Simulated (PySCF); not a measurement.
Te: excitation energy

Te [Kr] 4d10 5s2 5p4 (3P) → Te [Kr] 4d10 5s1 5p5 (3P), as a difference of total energies. Calculation: PySCF 2.14, in aug-cc-pVQZ-PP with ECP28MDF (7s7p5d3f2g, 92 functions); scalar relativity through the core potential. Correlated levels: valence: 4s2 4p6 4d10 frozen. The calculations carry no spin-orbit coupling.

```json
{"method": "UHF", "excitation energy (eV)": "9.987"}
{"method": "MP2 (valence)", "excitation energy (eV)": "9.186"}
{"method": "SCS-MP2 (valence)", "excitation energy (eV)": "9.084"}
{"method": "CCSD (valence)", "excitation energy (eV)": "8.268"}
{"method": "CCSD(T) (valence)", "excitation energy (eV)": "7.560"}
```

Question: How much does correlation contribute at CCSD(T) (valence)?

Answer: 7.560 − (9.987) = -2.427 eV, measured against UHF.

The upper state lies above the first ionisation limit, where it may autoionise and the basis confines it.

The coupled-cluster amplitudes are large for the upper state (T1 above 0.03 or a double amplitude above 0.15), so a single reference is strained.
